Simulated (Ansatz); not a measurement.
System: BNH₃, charge 0, doublet. BNH3 (SMILES [BH]N, doublet).
B3LYP-D3(BJ)/def2-TZVP minimum from Ansatz (a first-principles code):
```xyz
5

B     -0.8557    -0.0049    -0.0224
N      0.5158    -0.1008     0.0086
H     -1.4780     1.0104     0.0090
H      1.1355     0.6983     0.0620
H      1.0102    -0.9785    -0.0196
```
Charge 0, spin multiplicity 2.

Total energies in aug-cc-pVDZ, 11 correlated electrons, 2 frozen orbitals. Radicals and triplets start from unrestricted determinants; spin-orbit coupling is neglected. Cores are frozen in correlated methods. No relativity.

```
method    program  energy (Eh)  minus CCSDT(Q) (mEh)
--------  -------  -----------  --------------------
HF         Ansatz    -80.86585                282.20
MP2        Ansatz    -81.11530                 32.75
CCSD       Ansatz    -81.13860                  9.45
CCSD(T)    Ansatz    -81.14684                  1.21
CCSDT(Q)   Ansatz    -81.14805                  0.00
```

Rough core times of Ansatz's runs on a shared machine: CCSD(T) under 20 s, CCSDT(Q) 5 min.
